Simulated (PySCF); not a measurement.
**Assignment exercise: C6H10FN**

Bonds: C1-C2, C2-F3, C2-C4, C4-C5, C5-C6, C6-N7, C6-C8, C8-C2. C1 carries H9, H10, H11; C4 carries H12, H13; C5 carries H14, H15; N7 carries H16; C8 carries H17, H18.

PySCF 2.14.0 with density-fitted response routines calculation with PBE0-D3(BJ)/def2-SVP geometry, J couplings at B3LYP/pcJ-1 (spin–dipole term only in couplings to heteroatoms) and NMR shieldings at PBE0/pcSseg-1/GIAO; no solvent model, fast rotation and ring inversion assumed for equivalent nuclei, single conformer, no relativistic terms.

δ = σ(ref) − σ, references computed at the same level: $^{13}$C, $^{1}$H against TMS.

**Question.** Assign these signals to the numbered atoms. $^{13}$C{$^{1}$H} NMR (computed): δ 191.9 (C), 99.8 (C, d, J = 218.9 Hz), 48.9 (CH2, d, J = 25.2 Hz), 39.7 (CH2, d, J = 24.2 Hz), 38.6 (CH2, d, J = 1.7 Hz), 25.3 (CH3, d, J = 25.4 Hz).

**Answer.** 
191.9 → C6, carbon bonded to 2 C, N
99.8 → C2, carbon bonded to 3 C, F
48.9 → C8, carbon bonded to 2 C, 2 H
39.7 → C4, carbon bonded to 2 C, 2 H
38.6 → C5, carbon bonded to 2 C, 2 H
25.3 → C1, carbon bonded to C, 3 H

C4 and C5 lie closer than the usual error of such a calculation, so a measured spectrum could show them in the other order.

**Question.** Assign these signals to the numbered atoms. $^{1}$H NMR (300 MHz, computed): δ 9.70 (br s, 1H), 2.75 (m, 1H), 2.66 (m, 1H), 2.15 (ddd, J = 37.7, 21.2, 3.2 Hz, 1H), 1.87 (m, 1H), 1.86 (ddd, J = 18.3, 8.6, 1.7 Hz, 1H), 1.45 (d, J = 20.4 Hz, 3H), 1.41 (m, 1H).

**Answer.** 
| δ (ppm) | atoms | environment | reason |
| --- | --- | --- | --- |
| 9.70 | H16 | hydrogen on a nitrogen bonded to C | – |
| 2.75 | H15 | hydrogen on a carbon bonded to 2 C | – |
| 2.66 | H17 | hydrogen on a carbon bonded to 2 C | – |
| 2.15 | H18 | hydrogen on a carbon bonded to 2 C | – |
| 1.87 | H13 | hydrogen on a carbon bonded to 2 C | – |
| 1.86 | H14 | hydrogen on a carbon bonded to 2 C | – |
| 1.45 | H9/H10/H11 | hydrogen on a carbon bonded to C | – |
| 1.41 | H12 | hydrogen on a carbon bonded to 2 C | – |

H15 and H17; H13 and H14; H9/H10/H11 and H12 lie closer than the usual error of such a calculation, so a measured spectrum could show them in the other order.

Exchangeable OH/NH protons stand at their gas-phase positions; hydrogen bonding in a real sample shifts them, mostly to higher δ. Common functionals overestimate the size of one-bond C–F couplings by tens of Hz; these are unscaled. Multiplet labels drop couplings under 1 Hz and merge nearly equal ones. Unscaled 3J(H,H) at this level run about 10 % above measured values. Shifts are as computed. Against solution values, carbons near 30 ppm lie about +2 ppm off and those near 130 ppm about +5 ppm. Of 1211 compounds with measured shifts, 218 miss one by over three times the rms of a fit or turn the order of signals round; such compounds aren't used in these exercises.
